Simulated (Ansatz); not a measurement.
def2 core potentials replace the inner electrons of Sn.

B3LYP has the VWN-RPA correlation part, as in Gaussian. 

Z-matrix (Å, degrees):
```
C
C 1 1.3994
H 2 1.0934 1 120.69
C 2 1.3940 3 119.42 1 179.97
H 4 1.0928 2 119.85 3 -0.12
C 4 1.3949 5 120.11 2 -179.99
H 6 1.0928 4 119.88 5 -0.01
C 6 1.3943 7 119.95 4 -179.97
H 8 1.0928 6 120.11 7 0.06
C 8 1.3945 9 119.81 6 -179.99
H 10 1.0934 8 120.31 9 0.11
Sn 1 2.1136 2 121.97 3 -0.41
O 12 1.9733 1 116.80 2 69.44
H 13 0.9656 12 109.67 1 -132.99
O 12 1.9798 13 108.76 14 109.81
H 15 0.9643 12 111.67 13 -27.74
O 12 1.9827 13 100.12 14 -6.20
H 17 0.9644 12 112.33 13 169.64
```
Charge 0, spin multiplicity 1.

**Question.** Predict the adiabatic ionisation energy (no zero-point term), dipole moment, HOMO, HOMO–LUMO gap and hole reorganisation energy (four-point) from B3LYP-D3(BJ)/def2-TZVP // PBE0-D3(BJ)/def2-SVP in Ansatz (a program for electronic structure).

**Answer.** 
The adiabatic ionisation energy (no zero-point term) is 9.07 eV. The dipole moment comes out as 2.05 D and the HOMO comes out as -7.47 eV. The HOMO–LUMO gap is 6.18 eV. The hole reorganisation energy (four-point) comes out as 100.8 kJ/mol.
